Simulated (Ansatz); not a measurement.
GaH2(SiH3) (GaSiH5). Charge 0, multiplicity 1. Geometry B3LYP-D4/def2-TZVP; atoms count from 1.

```xyz
7

Ga    0.035   -0.285    1.352
H    -0.380   -1.705    1.892
H     0.512    0.789    2.401
Si   -0.042    0.222   -1.018
H    -0.292    1.663   -1.271
H    -1.095   -0.558   -1.715
H     1.263   -0.126   -1.641
```

(1) Estimate the Mulliken populations from the PBE0/def2-TZVP orbitals of Ansatz.

(2) And the Mayer bond orders between heavy atoms (over 0.3)?

## Answers

(1) 
| atom | charge (e) |
| --- | --- |
| Ga1 | 0.26 |
| H2 | -0.07 |
| H3 | -0.07 |
| Si4 | -0.09 |
| H5 | -0.01 |
| H6 | -0.01 |
| H7 | -0.01 |
Mulliken values depend strongly on the basis.

(2) Ga1–Si4 0.91 (2.42 Å).
